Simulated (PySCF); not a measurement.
How methods differ on the excitation energy of In

In [Kr] 4d10 5s2 5p1 (2P) → In [Kr] 4d10 5s1 5p2 (4P), as a difference of total energies. All numbers are calculated (PySCF 2.14, a scalar-relativistic core potential, in aug-cc-pwCVDZ-PP with ECP28MDF). Correlated levels: valence: 4s2 4p6 4d10 frozen. The calculations carry no spin-orbit coupling.

```csv
method,excitation energy (eV),error (eV)
UHF,2.917,-1.433
MP2 (valence),3.493,-0.857
SCS-MP2 (valence),3.707,-0.643
CCSD (valence),3.739,-0.611
CCSD(T) (valence),3.753,-0.597
CCSDT (valence),3.759,-0.591
```

Reference: 4.350 eV (measured; NIST levels, between the centres of gravity of the two terms).

Errors of the correlated levels include the incompleteness of this basis and the frozen core.
